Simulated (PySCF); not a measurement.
Below is a simulated gas-phase Si 1s photoelectron spectrum of `C[SiH2]/C=C\[SiH3]`.

Every computed line was given a Gaussian of 0.8 eV full width at half maximum and an area set by the number of equivalent atoms; the highest printed point is 100. Computed, not measured: PySCF, delta-SCF UKS SCAN, pcX-2 on the ionised atom, pcseg-1 elsewhere, spin-free X2C.

| binding energy (eV) | intensity |
| --- | --- |
| 1844.9 | 0 |
| 1845.0 | 0 |
| 1845.1 | 1 |
| 1845.2 | 2 |
| 1845.3 | 4 |
| 1845.4 | 9 |
| 1845.5 | 16 |
| 1845.6 | 26 |
| 1845.7 | 41 |
| 1845.8 | 57 |
| 1845.9 | 75 |
| 1846.0 | 89 |
| 1846.1 | 99 |
| 1846.2 | 100 |
| 1846.3 | 93 |
| 1846.4 | 80 |
| 1846.5 | 64 |
| 1846.6 | 46 |
| 1846.7 | 31 |
| 1846.8 | 19 |
| 1846.9 | 11 |
| 1847.0 | 6 |
| 1847.1 | 3 |
| 1847.2 | 1 |
| 1847.3 | 0 |
| 1847.4 | 0 |

How many maxima does the curve show, and how many computed lines lie under it?

The curve has 1 maximum (at 1846.2 eV). Under it lie 2 lines from 2 inequivalent silicon sites. At this width some lines have no maximum of their own.

Decompose the envelope and assign each component. Numbering: `[CH3:1][SiH2:2]/[CH:3]=[CH:4]\[SiH3:5]`.

| position (eV) | relative area | line | atoms | environment |
| --- | --- | --- | --- | --- |
| 1846.09 | 1 | Si 1s | Si2 | SiH2 silicon |
| 1846.24 | 1 | Si 1s | Si5 | SiH3 silicon |

What are the centre and the root-mean-square width of the whole band?

The area-weighted mean of the lines is 1846.17 eV. Their own spread about it is 0.07 eV (rms) and each Gaussian has σ = 0.8/2.355 = 0.34 eV; the variances add, which gives 0.35 eV.

Above which line width would these two lines show one maximum?

Two equal Gaussians merge once their distance is under 2σ = FWHM/1.177. With 0.15 eV between them that is a full width over 0.18 eV.

The 2 Si 1s values lie within 0.15 eV of each other; Gaussian lines of 0.5 eV full width would blend them into one maximum.

Shake-up satellites, vibrational structure and lifetime widths aren't simulated. Isolated species at its GFN2-xTB geometry (one conformer only).

Conformer computed: `[CH3:1][SiH2:2]/[CH:3]=[CH:4]\[SiH3:5]`: C1–Si2–C3–C4 -85°.
